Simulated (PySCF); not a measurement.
# Computed records: AlBFH2, CH6AlBN, Al2BH4O

Computed with PySCF 2.14.0. Calculation on a computer-drawn molecule: the log of a Hartree-Fock and frozen-core CCSD(T) single point meant for a local Hartree-Fock minimum, with one planted fault or none, to be diagnosed. Offsets are logged minus clean, where the clean run is the same molecule without the fault. The reference is restricted for singlets and unrestricted otherwise, and also for a bond in bohr or an excited solution. Adding or removing an electron swaps singlet and doublet. The excited solution moves the top pair (singlet) or top alpha electron (doublet) to the lowest empty orbital. Highest occupied and lowest empty are orbital energies over both spins, largest force is the largest gradient component, triples share is (T) over the correlation energy, the T1 limit is 0.02 restricted and 0.045 unrestricted, electrons count all cores, a negative frequency is imaginary (commonest isotopes), and the dipole is about the centre of nuclear charge.

Common to all runs: meant charge 1; meant multiplicity 1; meant basis cc-pV(D+d)Z; logged SCF converged yes; possible faults no fault, one electron removed, one electron added, multiplicity raised by two, geometry at a saddle point, SCF held on an excited solution, minimal basis STO-3G, one bond length entered in bohr, all coordinates scaled.

(1) AlBFH2

Logged structure:
```xyz
5
AlBFH2
B      1.0801    -2.8664    -0.3345
Al    -0.1340    -1.4328    -1.4675
F     -1.0254    -0.3798    -2.3002
H      0.8298    -2.9507     0.8211
H      1.8985    -3.4527    -0.9605
```

- logged electrons: 28
- logged basis functions: 61
- logged spin squared: 0
- logged highest occupied: -13.165 eV
- logged lowest empty: -11.12 eV
- logged largest force: 0.058621 hartree/bohr
- logged CC converged: no
- logged dipole magnitude: 3.9806 debye
- logged SCF stable within its kind: no
- logged energy HF: -366.59 hartree
- planted fault: SCF held on an excited solution
- HF energy offset from clean run: 237.1 kcal/mol

Drawn bonds:
| atom | other atom | order |
| --- | --- | --- |
| 1 | 2 | 1 |
| 2 | 3 | 1 |
| 1 | 4 | 1 |
| 1 | 5 | 1 |

Notes: CCSD not converged.

(2) CH6AlBN

Logged structure:
```xyz
10
CH6AlBN
B     -2.4894    -3.1277     0.4482
Al    -0.6766    -2.0111     0.0652
N      0.7636    -1.1255    -0.2345
C      1.8644    -0.7828     0.6857
H     -3.2468    -3.2851    -0.4542
H     -2.6643    -3.5445     1.5475
H      0.9398    -0.7598    -1.1568
H      1.6661    -1.1820     1.6807
H      1.9681     0.2980     0.7680
H      2.8023    -1.2070     0.3306
```

* logged electrons: 36
* logged basis functions: 95
* logged spin squared: 0
* logged highest occupied: -15.329 eV
* logged lowest empty: -4.65 eV
* logged largest force: 1.793e-05 hartree/bohr
* logged lowest frequency: 80.053 cm⁻¹
* logged T1 diagnostic: 0.016038
* logged D1 diagnostic: 0.060766
* logged triples share: 0.027263
* logged CC converged: yes
* logged dipole magnitude: 2.8505 debye
* logged SCF stable within its kind: yes
* logged energy HF: -362.15993 hartree
* logged energy CCSD(T): -362.65725 hartree
* planted fault: no fault
* HF energy offset from clean run: 0 kcal/mol
* CCSD(T) energy offset from clean run: 0 kcal/mol

Drawn bonds:
| atom | other atom | order |
| --- | --- | --- |
| 1 | 2 | 1 |
| 2 | 3 | 1 |
| 3 | 4 | 1 |
| 1 | 5 | 1 |
| 1 | 6 | 1 |
| 3 | 7 | 1 |
| 4 | 8 | 1 |
| 4 | 9 | 1 |
| 4 | 10 | 1 |

(3) Al2BH4O

Logged structure:
```xyz
8
Al2BH4O
B     -2.4844    -1.8894     3.0558
Al    -2.5760    -0.6943     1.2462
O     -2.6449     0.1970    -0.1020
Al    -2.7206     1.1606    -1.5613
H     -1.4641    -1.8830     3.6637
H     -3.4588    -2.4972     3.3584
H     -3.2223     2.6217    -1.3456
H     -2.2750     0.4108    -2.8546
```

* logged electrons: 42
* logged basis functions: 94
* logged spin squared: 2.0054
* logged highest occupied: -13.592 eV
* logged lowest empty: -7.6921 eV
* logged largest force: 0.023447 hartree/bohr
* logged T1 diagnostic: 0.022164
* logged D1 diagnostic: 0.084112
* logged triples share: 0.024261
* logged CC converged: yes
* logged dipole magnitude: 4.6463 debye
* logged SCF stable within its kind: yes
* logged energy HF: -585.42644 hartree
* logged energy CCSD(T): -585.83091 hartree
* planted fault: multiplicity raised by two
* HF energy offset from clean run: 73.75 kcal/mol
* CCSD(T) energy offset from clean run: 79.89 kcal/mol

Drawn bonds:
| atom | other atom | order |
| --- | --- | --- |
| 1 | 2 | 1 |
| 2 | 3 | 1 |
| 3 | 4 | 1 |
| 1 | 5 | 1 |
| 1 | 6 | 1 |
| 4 | 7 | 1 |
| 4 | 8 | 1 |

(4) Al2BH4O

Structure as in entry 3.

- logged electrons: 43
- logged basis functions: 94
- logged spin squared: 0.7576
- logged highest occupied: -6.2708 eV
- logged lowest empty: 1.0983 eV
- logged largest force: 0.05017 hartree/bohr
- logged T1 diagnostic: 0.01634
- logged D1 diagnostic: 0.039721
- logged triples share: 0.025968
- logged CC converged: yes
- logged dipole magnitude: 4.7519 debye
- logged SCF stable within its kind: yes
- logged energy HF: -585.74639 hartree
- logged energy CCSD(T): -586.18302 hartree
- planted fault: one electron added
- HF energy offset from clean run: -127 kcal/mol
- CCSD(T) energy offset from clean run: -141.1 kcal/mol

Drawn bonds:
| atom | other atom | order |
| --- | --- | --- |
| 1 | 2 | 1 |
| 2 | 3 | 1 |
| 3 | 4 | 1 |
| 1 | 5 | 1 |
| 1 | 6 | 1 |
| 4 | 7 | 1 |
| 4 | 8 | 1 |
